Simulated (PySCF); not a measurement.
All values below come from PySCF with B3LYP-D3(BJ)/def2-TZVP // PBE0-D4/def2-SVP. Gas-phase values, no solvent. One relaxed conformer stands for a flexible species; it need not be the lowest. B3LYP has the VWN-RPA correlation part, as in Gaussian. Excitations are Tamm–Dancoff values on a coarser integration grid. The basis has no diffuse functions, so Rydberg states are missing or too high.

Reference species (SMILES): `B[C@]1(C=O)[C@H]2CC[C@@H]1CC2` (neutral, multiplicity 1).

| Item | Result |
|---|---|
| S1 oscillator strength | 0.005 |
| HOMO | -7.02 eV |
| S1–T1 gap (TDA) | 0.41 eV |
| S1 excitation (TDA) | 3.91 eV |

Changed species: `B[C@@H]1C[C@@]2(C=O)CC[C@@H]1C2`.

What does the change do to the S1 oscillator strength, HOMO, S1–T1 gap (TDA) and S1 excitation (TDA)?

the S1 oscillator strength hardly moves; the HOMO falls by 0.06 eV, to -7.08 eV; the S1–T1 gap (TDA) rises by 0.20 eV, to 0.61 eV; the S1 excitation (TDA) rises by 0.37 eV, to 4.28 eV.
